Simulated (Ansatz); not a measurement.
[Sm(NH3)6]3+ (SmN₆H₁₈³⁺). The state is a sextet with charge 3. Geometry PBE-D4/def2-SVP.

```xyz
25

Sm    0.000    0.001    0.000
N     1.673   -1.704   -1.031
H     1.791   -2.588   -0.502
H     2.644   -1.345   -1.114
H     1.456   -2.028   -1.991
N    -1.680    1.712    1.012
H    -1.758    2.614    0.507
H    -1.496    2.002    1.990
H    -2.660    1.372    1.045
N     0.379   -1.023    2.321
H    -0.241   -1.823    2.547
H     0.237   -0.367    3.112
H     1.335   -1.397    2.476
N    -0.392    1.034   -2.315
H    -1.377    1.298   -2.507
H    -0.137    0.421   -3.112
H     0.139    1.908   -2.494
N    -1.725   -1.867   -0.555
H    -1.346   -2.827   -0.645
H    -2.239   -1.730   -1.446
H    -2.487   -1.975    0.142
N     1.744    1.848    0.568
H     1.363    2.788    0.783
H     2.436    2.037   -0.182
H     2.340    1.639    1.391
```

In the def2 sets Sm takes a core potential; there is no spin–orbit coupling. B3LYP takes the VWN-RPA correlation. With an open 4f shell the SCF may have ended on a state above the lowest. At PBE-D4/def2-SVP the charge 3 sextet is spin-contaminated (final ⟨S²⟩ up to 8.87, 8.75 for a pure state).

Estimate the α-spin orbital energies around the gap (eV) in Ansatz with PBE-D4/def2-SVP, PBE-D4/def2-TZVP, B3LYP-D4/def2-TZVP, PBE0-D4/def2-SVP, PBE0-D4/def2-TZVP.


| orbital | PBE-D4/def2-SVP | PBE-D4/def2-TZVP | B3LYP-D4/def2-TZVP | PBE0-D4/def2-SVP | PBE0-D4/def2-TZVP |
| --- | --- | --- | --- | --- | --- |
| HOMO−9 | -20.14 | -20.24 | -23.48 | -24.21 | -24.15 |
| HOMO−8 | -20.00 | -20.11 | -23.32 | -24.06 | -24.01 |
| HOMO−7 | -19.75 | -19.82 | -22.81 | -23.60 | -23.53 |
| HOMO−6 | -19.58 | -19.64 | -22.70 | -23.50 | -23.44 |
| HOMO−5 | -19.56 | -19.62 | -21.91 | -22.20 | -22.19 |
| HOMO−4 | -19.33 | -19.40 | -21.66 | -21.90 | -21.95 |
| HOMO−3 | -19.12 | -19.19 | -21.55 | -21.79 | -21.84 |
| HOMO−2 | -18.85 | -18.91 | -20.91 | -21.17 | -21.17 |
| HOMO−1 | -18.81 | -18.88 | -20.79 | -21.04 | -21.05 |
| HOMO | -18.71 | -18.78 | -20.74 | -21.00 | -21.01 |
| LUMO | -18.04 | -18.10 | -16.79 | -16.43 | -16.34 |
| LUMO+1 | -17.93 | -17.98 | -16.62 | -16.26 | -16.17 |
| LUMO+2 | -12.77 | -13.25 | -13.04 | -12.37 | -12.80 |
| LUMO+3 | -12.76 | -13.23 | -13.03 | -12.36 | -12.77 |
| LUMO+4 | -12.71 | -13.18 | -12.94 | -12.31 | -12.72 |
| LUMO+5 | -11.91 | -12.08 | -11.66 | -11.17 | -11.33 |
| β HOMO | -19.35 | -19.42 | -20.76 | -21.00 | -21.02 |
| β LUMO | -15.21 | -15.29 | -13.95 | -13.44 | -13.39 |
